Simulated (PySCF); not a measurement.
C7H10PS (charge +1).
SMILES with atom numbers: `[CH2:1]=[C:2]([CH3:3])[PH2+:4][c:5]1[cH:6][cH:7][cH:8][s:9]1`

Cartesian coordinates in Å at the GFN2-xTB level; atoms count from 1:
```
atom  x, y, z in Å
C1    -2.3179   -0.8377   -1.7978
C2    -1.7959   -0.2879   -0.7064
C3    -2.0945    1.0724   -0.1639
P4    -0.5588   -1.1868    0.2515
C5     1.0358   -0.4267    0.2341
C6     1.7057    0.1473    1.2938
C7     2.9367    0.6915    0.9024
C8     3.1855    0.5343   -0.4296
S9     1.9326   -0.2777   -1.2547
H10   -3.0406   -0.3058   -2.3947
H11   -2.0555   -1.8281   -2.1342
H12   -1.1770    1.6525   -0.0534
H13   -2.7682    1.6104   -0.8246
H14   -2.5603    0.9960    0.8197
H15   -0.4948   -2.4845   -0.2112
H16   -0.9367   -1.2629    1.5731
H17    1.3279    0.1691    2.3010
H18    3.6134    1.1815    1.5781
H19    4.0526    0.8523   -0.9755
```

NICS = −σ at a ghost point: NICS(0) at the centroid of the ring atoms, NICS(1) 1 Å to either side along the normal of their mean plane, zz for the tensor component along that normal. Level: GIAO PBE0/pcSseg-1 (PySCF, non-relativistic, gas phase) on the GFN2-xTB geometry, one conformer.

Ring bond lengths (Å), with Mayer bond orders in brackets: C5–C6 1.379 (1.44), C6–C7 1.402 (1.34), C7–C8 1.364 (1.55), C8–S9 1.706 (1.22), S9–C5 1.744 (1.12).

**Question.** What do the NICS probes read (ppm)?

**Answer.** 
| ring | type | NICS(0) | NICS(1), two faces | NICS(1)zz, two faces | rms pucker (Å) | centre to ring atoms, mean (Å) |
| --- | --- | --- | --- | --- | --- | --- |
| C5–C6–C7–C8–S9 | 5-membered ring with S; formal bonds all aromatic | -12.1 | -11.4 / -11.4 | -27.0 / -27.4 | 0.00 | 1.29 |

**Question.** What do they say, and how far can they be read as aromaticity?

**Answer.** 
- C5–C6–C7–C8–S9: mean NICS(1)zz -27.2 ppm, shielded, aromatic by this magnetic criterion (flat ring, no four-coordinate atom).

**Question.** How equal are the bonds by HOMA? HOMA = 1 − mean of α(R − Ropt)² over the ring bonds, with Krygowski's 1993 parameters (CC: Ropt 1.388 Å, α 257.7 Å⁻²; CS: Ropt 1.677 Å, α 94.09 Å⁻²).

**Answer.** 
- C5–C6–C7–C8–S9: HOMA 0.86; the largest term is that of S9–C5, α(R − Ropt)² = 0.43. The geometric and the magnetic index point the same way.

**Question.** At the second NICS(1) probe listed for ring C5–C6–C7–C8–S9, 1 Å off the ring, how large is the induced field along the normal in 1 T applied along it?

**Answer.** NICSzz × B0 = -27.4 ppm × 1 T = -27 μT, against the applied field.
